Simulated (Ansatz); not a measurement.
CH2BF3O2Se (`OB(O)[Se]C(F)(F)F`) at its PBE0-D4/def2-TZVP geometry, where that method's forces vanish. The species carries charge 0 and has multiplicity 1.

```csv
atom,x (Å),y (Å),z (Å)
O1,-0.797,1.651,1.709
B2,-0.223,0.737,0.881
O3,0.982,0.209,1.173
Se4,-1.169,0.181,-0.764
C5,0.154,-1.094,-1.463
F6,0.368,-2.114,-0.640
F7,-0.331,-1.584,-2.606
F8,1.324,-0.527,-1.726
H9,-1.654,1.986,1.442
H10,1.347,0.554,1.995
```

Problem. For each bond, give half the difference of the two atoms' forces along it (eV/Å; positive pushes the atoms apart) under PBE-D4, r2SCAN-D4, B3LYP-D4, ωB97M-V in def2-TZVPP. (Estimate.)

Solution. Computed: 
```
  bond  length (Å)  PBE-D4  r2SCAN-D4  B3LYP-D4  ωB97M-V
 O1–B2       1.360    0.27       0.12      0.08     0.12
 O1–H9       0.959    0.32      -0.01     -0.03    -0.08
 B2–O3       1.348    0.32       0.15      0.05     0.11
B2–Se4       1.978   -0.13      -0.08      0.06    -0.05
O3–H10       0.963    0.33       0.01     -0.02    -0.06
Se4–C5       1.966    0.03       0.00      0.04    -0.25
 C5–F6       1.327    0.55       0.23      0.28     0.21
 C5–F7       1.335    0.55       0.22      0.27     0.21
 C5–F8       1.327    0.55       0.23      0.28     0.21
```

B3LYP here is the variant with VWN-RPA as its local correlation; programs differ in this.
